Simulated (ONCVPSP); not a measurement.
**An all-electron radial function and its pseudo partner (B (Z = 5))**

Columns: radius, all-electron u(r) and pseudo u(r) of the 2p shell (level -8.20 eV) of boron in the configuration [He] 2s2 2p0.5; LDA (Perdew-Zunger), scalar-relativistic, ONCV scheme, ONCVPSP 4.0.1.

| r (bohr) | all-electron | pseudo |
| --- | --- | --- |
| 0.125 | 0.0452 | 0.0191 |
| 0.250 | 0.1379 | 0.0736 |
| 0.375 | 0.2422 | 0.1563 |
| 0.500 | 0.3416 | 0.2566 |
| 0.625 | 0.4290 | 0.3626 |
| 0.750 | 0.5021 | 0.4631 |
| 0.875 | 0.5607 | 0.5494 |
| 1.000 | 0.6053 | 0.6162 |
| 1.125 | 0.6372 | 0.6619 |
| 1.250 | 0.6576 | 0.6876 |
| 1.375 | 0.6681 | 0.6967 |
| 1.500 | 0.6701 | 0.6934 |
| 1.625 | 0.6651 | 0.6816 |
| 1.750 | 0.6544 | 0.6646 |
| 1.875 | 0.6391 | 0.6445 |
| 2.000 | 0.6202 | 0.6225 |
| 2.125 | 0.5986 | 0.5994 |
| 2.250 | 0.5751 | 0.5752 |
| 2.375 | 0.5501 | 0.5502 |
| 2.500 | 0.5244 | 0.5244 |
| 2.625 | 0.4982 | 0.4982 |
| 2.750 | 0.4719 | 0.4719 |
| 2.875 | 0.4458 | 0.4458 |
| 3.000 | 0.4201 | 0.4201 |
| 3.125 | 0.3951 | 0.3951 |
| 3.250 | 0.3708 | 0.3708 |

Problem. How many radial nodes do the two functions have?

Solution. The all-electron 2p function has n − l − 1 = 0; the pseudo-wave has 0.

Problem. At about which radius was the pseudo-wave matched?

Solution. 2.50 bohr. The columns agree to 0.0005 from 2.25 bohr on; several derivatives are matched, so the curves merge somewhat inside the radius.

Problem. Where does each function peak?

Solution. Outermost all-electron maximum near 1.50 bohr, pseudo maximum near 1.38 bohr (to the table’s step).

Problem. Is the pseudo-wave norm-conserving?

Solution. Yes: the ONCV scheme keeps the norm inside the radius equal to the all-electron one, which fixes the energy derivative of the logarithmic derivative at the level.
